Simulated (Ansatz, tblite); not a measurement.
Removing and adding an electron: AsH2Me (CH5As). Charge 0, multiplicity 1. Geometry: PBE0-D4/def2-TZVP. Ansatz, gas phase; energy differences of separate SCF runs; the oxidised species was run as a doublet alone; the reduced species was run as a doublet alone.

Cartesian coordinates in Å:
```
As 0.234 -1.252 -0.049
H -1.068 -1.373 -0.833
H 1.029 -0.963 -1.317
C -0.018 0.636 0.463
H -0.775 0.684 1.245
H -0.324 1.255 -0.378
H 0.922 1.012 0.869
```

The xTB rows come from tblite. Correlated methods freeze 10 core orbitals; core or outer-core shells of As are correlated, in sets that lack core-valence functions.

```csv
level,−HOMO (eV),vertical IE (eV),−LUMO (eV),vertical EA (eV),HOMO–LUMO gap (eV),IE − EA (eV),remarks
GFN1-xTB,11.27,15.36,5.25,1.22,6.02,14.13,–
GFN2-xTB,10.66,14.15,4.41,1.15,6.25,12.99,–
HF/def2-TZVPD,–,–,–,-1.82,–,–,HOMO above zero (-1 doublet)
r2SCAN-D4/def2-TZVP,6.36,9.57,-0.04,–,6.40,–,–
PBE0-D4/def2-TZVP,7.21,9.59,-0.45,–,7.66,–,–
PBE0-D4/def2-TZVPD,7.23,–,0.05,-1.15,7.18,–,HOMO above zero (-1 doublet)
CCSD/def2-TZVPD,–,–,–,-1.36,–,–,HOMO above zero (-1 doublet)
CCSD(T)/def2-TZVPD,–,–,–,-1.29,–,–,HOMO above zero (-1 doublet)
```

Q: Estimate the rows for HF/def2-TZVPP, PBE-D4/def2-TZVP, PBE-D4/def2-TZVPD, r2SCAN-D4/def2-TZVPD, MP2/def2-TZVPD, MP2/def2-TZVPP, CCSD/def2-TZVPP, CCSD(T)/def2-TZVPP.

A: 
```tsv
level	−HOMO (eV)	vertical IE (eV)	−LUMO (eV)	vertical EA (eV)	HOMO–LUMO gap (eV)	IE − EA (eV)	remarks
HF/def2-TZVPP	–	8.63	–	–	–	–	–
PBE-D4/def2-TZVP	6.10	9.55	0.36	–	5.74	–	–
PBE-D4/def2-TZVPD	6.13	–	0.74	-1.03	5.40	–	HOMO above zero (-1 doublet)
r2SCAN-D4/def2-TZVPD	6.38	–	0.23	-1.15	6.15	–	HOMO above zero (-1 doublet)
MP2/def2-TZVPD	–	–	–	-1.33	–	–	HOMO above zero (-1 doublet)
MP2/def2-TZVPP	–	9.62	–	–	–	–	–
CCSD/def2-TZVPP	–	9.59	–	–	–	–	–
CCSD(T)/def2-TZVPP	–	9.63	–	–	–	–	–
```

   A HOMO above zero means that the electron is unbound at that level or that self-interaction error raises the level; the energy of removing that electron tells which. Raw xTB energy differences between charge states are shifted by several eV; the methods need an empirical correction for them. A negative affinity means that the extra electron isn't bound; its size then hangs on the basis.
